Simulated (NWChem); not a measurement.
C₃H₅FSi; SMILES F[Si@@H](C)C#C

```xyz
10

C      0.0636     2.5664    -0.1939
C     -0.0126     1.3722     0.0280
Si    -0.0923    -0.4265     0.3718
C      1.4048    -1.2919    -0.3042
F     -1.4213    -1.0153    -0.3614
H      0.1262     3.6226    -0.3899
H     -0.2709    -0.6367     1.8334
H      1.4938    -1.1200    -1.3876
H      2.3179    -0.9122     0.1803
H      1.3438    -2.3764    -0.1257
```
Atoms are numbered in this order, from 1.

Computed with NWChem. Pople sets run with spherical d functions. Coordinates come from a PBE0/def2-SVP optimisation. Atomic charges in e: unrestrained fits to the electrostatic potential beside Mulliken populations; buried atoms are poorly determined by the fit.

Task: Predict the results for Hartree-Fock/6-31G*. Quantities: ESP C1; Mulliken C1; ESP C2; Mulliken C2; ESP Si3; Mulliken Si3; ESP C4; Mulliken C4; ESP F5; Mulliken F5; relative RMS misfit of the potential (%).

Result: 
```json
{
  "ESP C1": "-0.25",
  "Mulliken C1": "-0.20",
  "ESP C2": "-0.32",
  "Mulliken C2": "-0.33",
  "ESP Si3": "1.07",
  "Mulliken Si3": "1.16",
  "ESP C4": "-0.48",
  "Mulliken C4": "-0.82",
  "ESP F5": "-0.41",
  "Mulliken F5": "-0.54",
  "relative RMS misfit of the potential (%)": "26"
}
```
